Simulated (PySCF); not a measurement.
Isomers of C4H7FOS, one GFN2-xTB conformer each. Single-point energies are computed at PBE0/def2-SVPD (PySCF, gas phase, no added dispersion term), electronic only.

Task: Rank them by PBE0/def2-SVPD energy, lowest first (kcal/mol).
A. `[CH3:1][O:2]/[C:3]([F:4])=[CH:5]/[S:6][CH3:7]` with C1–O2–C3–F4 5°, C3–C5–S6–C7 168°
B. `[CH3:1][C@@H:2]1[CH2:3][C@H:4]([F:5])[S@@:6]1=[O:7]` with C1–C2–C3–C4 -139°, C2–C3–C4–F5 142°, C3–C4–S6–O7 84°, C1–C2–S6–C4 138°

Result: A (0.0), B (11.1).

As drawn, the lower has a C=C bond outside aromatic rings, which the higher lacks; the higher has a four-membered ring and an S=O bond, which the lower lacks. GFN2-xTB itself gives, in the same order: 5.0, 0.0. GFN2-xTB puts C[C@@H]1C[C@H](F)[S@@]1=O lowest instead.

Task: Which frontier levels, dipoles and rotational constants go with these structures?

Result: 
```json
{"SMILES": "CO/C(F)=C/SC", "HOMO (eV, PBE0/def2-SVPD)": "-5.56", "LUMO (eV)": "0.55", "dipole (D)": "1.75", "A, B, C (MHz)": "6900, 984.0, 873.4"}
{"SMILES": "C[C@@H]1C[C@H](F)[S@@]1=O", "HOMO (eV, PBE0/def2-SVPD)": "-6.86", "LUMO (eV)": "-0.24", "dipole (D)": "4.56", "A, B, C (MHz)": "3292, 2011, 1526"}
```
